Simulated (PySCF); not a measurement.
Run record: EPR job, `Cc1n[c]cnc1C` [radical].

Method: UKS B3LYP, pcH-1 on C H N, non-relativistic, mean-field spin-orbit, GIAO (PySCF 2.14.0). Geometry: GFN2-xTB. A driver script takes a list of jobs; this job's settings line and coordinates (Å) are shown.

Command:
```bash
OMP_NUM_THREADS=1 python probes_run.py task.json out
```

Input:
```
{"job": {"kind": "epr", "basis": "pcH-1"}, "charge": 0, "multiplicity": 2}
C     -0.844172    -1.715071    -0.455919
C      0.249804    -0.730202    -0.228030
N      1.512100    -1.090184    -0.401236
C      2.496028    -0.281877    -0.217886
C      2.284522     1.031192     0.177695
N      1.037737     1.423116     0.358605
C      0.023307     0.599565     0.172024
C     -1.357373     1.127729     0.398850
H     -0.420853    -2.669917    -0.754712
H     -1.427595    -1.850819     0.454268
H     -1.516296    -1.361134    -1.237082
H      3.067031     1.752709     0.347253
H     -1.300827     2.168667     0.702985
H     -1.860747     0.552862     1.174762
H     -1.947079     1.051356    -0.513490
```

Give the output.

```
UKS, coarse grid
  cycle   1  E = -342.25260919  |g| = 2.98e-01
  cycle   2  E = -342.24537662  |g| = 3.41e-01
  cycle   3  E = -342.29605406  |g| = 6.64e-02
  cycle   4  E = -342.29724417  |g| = 4.20e-02
  cycle   5  E = -342.29807514  |g| = 1.37e-02
  cycle   6  E = -342.29816611  |g| = 7.44e-03
  cycle   7  E = -342.29819632  |g| = 1.89e-03
  cycle   8  E = -342.29820210  |g| = 1.06e-03
  cycle   9  E = -342.29820374  |g| = 5.35e-04
UKS, final grid
  cycle   1  E = -342.29822940  |g| = 8.34e-04
  cycle   2  E = -342.29822842  |g| = 1.70e-03
  cycle   3  E = -342.29822990  |g| = 1.80e-04
  cycle   4  E = -342.29822994  |g| = 1.33e-04
  cycle   5  E = -342.29823000  |g| = 4.20e-05
  cycle   6  E = -342.29823001  |g| = 2.05e-05
E = -342.29823001 Eh   <S^2> = 0.7552 (exact 0.7500)
g shifts (ppm)      1          2          3
  rmc          -201       -201       -201
  gc             22         20       -102
  oz_so       -1532         93       1704
  total       -1711        -89       1401
hyperfine (MHz)  atom isotope    a_iso     a_fc   dipolar eigenvalues
    0   13C      -2.47      -2.47     -0.51     -0.37      0.88
    1   13C      47.75      47.75     -8.35     -7.58     15.93
    2   14N      95.42      95.42     -8.62     -5.21     13.82
    3   13C     511.18     511.18    -61.27    -49.51    110.78
    4   13C      75.93      75.93    -16.00     -8.28     24.28
    5   14N      -1.11      -1.11     -5.00     -3.73      8.73
    6   13C      -9.79      -9.79     -7.36      2.20      5.17
    7   13C      16.51      16.51     -1.34     -1.16      2.51
    8    1H       2.18       2.18     -2.08     -1.94      4.02
    9    1H       1.10       1.10     -1.37     -1.05      2.42
   10    1H       1.10       1.10     -1.37     -1.05      2.42
   11    1H      -6.53      -6.53     -7.15     -4.17     11.33
   12    1H      -0.05      -0.05     -1.48     -0.63      2.11
   13    1H      -4.02      -4.02     -1.08     -0.71      1.80
   14    1H      -4.04      -4.04     -1.08     -0.71      1.80
```

rmc, gc and oz_so are the mass-correction, gauge-correction and orbital-Zeeman/spin–orbit parts of the g shift along its three principal axes; a_iso is the isotropic hyperfine coupling and a_fc its Fermi-contact part. Atoms in this output count from 0.

Get g_iso from the total shifts.

Their mean is -133 ppm; added to g_e = 2.002319 it gives 2.00219.

Main results: ⟨S²⟩ 0.755; g_iso 2.0022.

Isolated species at its GFN2-xTB geometry, gas phase.

Hardware: one thread, Arm Neoverse V2 (aarch64), shared host. Cost: 70 s (grids of density and orbitals included), 0.97 GiB resident at most.
Labels such as C1 count atoms from 1, the log's own numbers from 0.
